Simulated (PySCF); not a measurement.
CrO3, SMILES [O]=[Cr](=[O])=[O], multiplicity 1.

Coordinates come from a PBE0-D3(BJ)/def2-SVP optimisation. The spin state was assumed, not searched. The isomer is the one that the SMILES or the coordinates give; other isomers of the formula were not compared.

Computed with PBE/def2-TZVPD (PySCF).

Isolated molecule, no solvent.

| Property | Value |
|---|---|
| total energy | -1269.85090 hartree |
| point group | C3v |
| highest occupied level | -7.62 eV |
| lowest empty level | -6.01 eV |
| orbital gap | 1.61 eV |
| dipole moment | 2.97 D |
| quadrupole, principal values (traceless, Buckingham form, about the centre of nuclear charge) | -4.32, -4.32, 8.65 D·Å |
| mean static polarisability | 38.9 bohr³ (5.76 Å³) |
| polarisability, principal values | 23.7, 46.4, 46.4 bohr³ |
